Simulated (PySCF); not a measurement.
CH₅NOTe. Atoms are numbered in the order given.

```xyz
9

Te    -0.1072    -0.1302     0.5484
O      1.0484     0.9148    -0.7437
C      1.5635     0.2284    -1.8615
H      0.7693    -0.1094    -2.5568
H      2.2116     0.9328    -2.4112
H      2.1694    -0.6566    -1.5863
N     -1.8788    -0.2670    -0.4245
H     -1.8648    -0.8444    -1.2632
H     -2.3285     0.6280    -0.6109
```

Geometry optimised at B3LYP-D3(BJ)/def2-SVP. This is a generated structure with no PubChem entry under its InChIKey; it may be hypothetical. The def2 effective core potentials stand for the cores of Te; spin–orbit coupling is left out. One conformer was computed; it need not be the lowest.

All values below come from TDDFT-CAM-B3LYP/def2-SVPD run with PySCF.

Vertical excitations. 

### Question
Give excitation energies, oscillator strengths and character. (The exact figures need the calculation; the answer reports its results.)

### Answer

| state | energy (eV) | λ (nm) | f | main pairs |
|---|---|---|---|---|
| S1 | 3.35 | 370 | 0.001 | HOMO→LUMO 97 % |
| S2 | 4.05 | 306 | 0.002 | HOMO→LUMO+1 92 % |
| S3 | 5.22 | 238 | 0.006 | HOMO−1→LUMO 78 %, HOMO−2→LUMO 12 % |
| S4 | 5.70 | 218 | 0.008 | HOMO−1→LUMO+1 48 %, HOMO−2→LUMO 23 %, HOMO−1→LUMO 9 %, HOMO→LUMO+2 8 % |
| S5 | 5.73 | 216 | 0.103 | HOMO→LUMO+2 81 % |
| S6 | 6.08 | 204 | 0.057 | HOMO−2→LUMO+1 68 %, HOMO−2→LUMO 14 % |
| S7 | 6.37 | 195 | 0.032 | HOMO→LUMO+3 87 % |
| S8 | 6.53 | 190 | 0.042 | HOMO→LUMO+4 67 %, HOMO→LUMO+5 12 % |
| S9 | 6.57 | 189 | 0.116 | HOMO−2→LUMO 32 %, HOMO−1→LUMO+1 26 %, HOMO−2→LUMO+1 15 %, HOMO→LUMO+4 10 % |
| S10 | 6.82 | 182 | 0.009 | HOMO→LUMO+5 72 %, HOMO→LUMO+4 16 % |
| T1 | 2.63 | 472 | 0 | HOMO→LUMO 94 % |
| T2 | 3.29 | 377 | 0 | HOMO→LUMO+1 84 % |
| T3 | 4.64 | 267 | 0 | HOMO−1→LUMO 67 %, HOMO−1→LUMO+1 15 % |
| T4 | 4.91 | 253 | 0 | HOMO−2→LUMO 69 % |
Triplets are in the Tamm–Dancoff approximation, which puts them higher than full response would, so one can lie above its singlet here.
